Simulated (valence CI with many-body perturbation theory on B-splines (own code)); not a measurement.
# Level structure of Pr XXI

Computed by configuration interaction combined with many-body perturbation theory (CI+MBPT): three valence electrons over a frozen Dirac-Fock core [Kr], a basis of 9 s, 9 p, 10 d, 8 f, 5 g, 3 h, 1 i functions for each j, with the one-electron correlation potential Σ1, the two-electron term Σ2, the three-electron term Σ3, Breit, model QED; selected CI, second order for the rest (own B-spline code, finite nucleus).

No measured levels were compared; by estimate terms of the open shell hold to 2 to 4 % of their energy, and close levels can change places. Only levels of the ground parity were solved; by the run's estimate the other parity begins above the list, which can be wrong where configurations are misplaced.

Levels 1 to 19 of 19, with energies above the lowest level, 4d³ ⁴F_3/2. "Leading %" is the weight of the configuration and term that name the level; weights of strongly mixed levels are sums over their largest components and can fall short.

```tsv
No.	Configuration	Term	J	E (eV)	Leading %	g	Second component
1	4d³	⁴F	3/2	0.000	73	0.539	21 % 4d³ ²D
2	4d³	⁴F	5/2	3.000	92	1.040	7 % 4d³ ²D
3	4d³	⁴F	7/2	4.862	72	1.149	24 % 4d³ ²G
4	4d³	⁴P	3/2	5.219	46	1.342	32 % 4d³ ²P
5	4d³	²G	9/2	5.675	40	1.141	36 % 4d³ ⁴F
6	4d³	⁴P	1/2	6.121	69	2.046	31 % 4d³ ²P
7	4d³	²G	7/2	8.862	69	0.993	28 % 4d³ ⁴F
8	4d³	⁴P	5/2	9.244	84	1.524	11 % 4d³ ²D
9	4d³	²H	9/2	9.332	52	1.110	47 % 4d³ ⁴F
10	4d³	²D	3/2	10.688	44	1.167	40 % 4d³ ⁴P
11	4d³	²P	1/2	11.289	69	1.287	31 % 4d³ ⁴P
12	4d³	²H	11/2	11.859	100	1.089	
13	4d³	²D	5/2	12.812	92	1.194	6 % 4d³ ⁴F
14	4d³	²F	5/2	13.744	79	0.960	12 % 4d³ ²D
15	4d³	²F	7/2	14.337	91	1.123	8 % 4d³ ²G
16	4d³	²G	9/2	14.562	58	1.097	25 % 4d³ ²H
17	4d³	²P	3/2	15.812	56	1.187	30 % 4d³ ²D
18	4d³	²D	3/2	20.535	96	0.822	
19	4d³	²D	5/2	21.490	77	1.161	17 % 4d³ ²F
```

Names give the largest LS component (configuration and term), which can be under half, so a name can repeat, a term be missing and a line seem to break the LS rules; names also repeat where a configuration has a term twice.

The ionisation energy to 4d² ³F2 of the next ion comes out as 591.19 eV (NIST: 590 ± 4 eV (theoretical)). All 19 levels together are meant to be complete up to 22.349 eV.
